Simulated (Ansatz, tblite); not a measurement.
Isomers of K$_{4}$H$_{4}$⁺ (doublet), found by a short tight-binding search and relaxed with PBE-D4/def2-SVP in Ansatz.

The xTB rows come from tblite. Correlated methods freeze 20 core orbitals; core or outer-core shells of K are correlated, in sets that lack core-valence functions. In CCSD on the charge 1 doublet the largest single amplitude is 0.30, so its Hartree–Fock determinant may place the open shell otherwise than the density functionals do.

Run but left out: LDA (SPW92)/def2-TZVP, PBE-D4/def2-TZVP, r2SCAN-D4/def2-TZVP (B: an occupied level 0.22 to 0.25 eV above an empty one).

Other spin states weren't relaxed.

A:

```xyz
8

K    -2.157    1.286    0.556
K     1.318    0.606   -0.179
K     0.992    4.916    2.645
K    -1.316   -1.731   -1.630
H    -0.699   -0.883    0.754
H    -0.825    0.787   -1.682
H     1.073   -2.338    0.001
H     1.617   -2.644   -0.465
```

B:

```xyz
8

K    -0.852   -3.840   -0.772
K     0.052    0.237   -1.254
K     0.811    3.853    0.751
K    -0.052   -0.543    2.800
H     0.378    1.488    1.441
H     0.508    2.701   -1.402
H    -0.465   -1.973   -2.328
H    -0.379   -1.924    0.765
```

Estimate which lies lowest at each level, and how far above it the others are (kJ/mol).


```tsv
level	A	B
GFN1-xTB	41.9	0.0
GFN2-xTB	0.0	78.1
HF/def2-SVP	0.0	195.5
HF/def2-TZVP	0.0	199.0
PBE0-D4/def2-TZVP	0.0	185.7
MP2/def2-SVP	0.0	217.8
CCSD/def2-SVP	0.0	214.7
CCSD(T)/def2-SVP	0.0	211.0
```
Point groups (tolerance 0.1 Å): A not assigned, B not assigned. Lower isomers may exist.
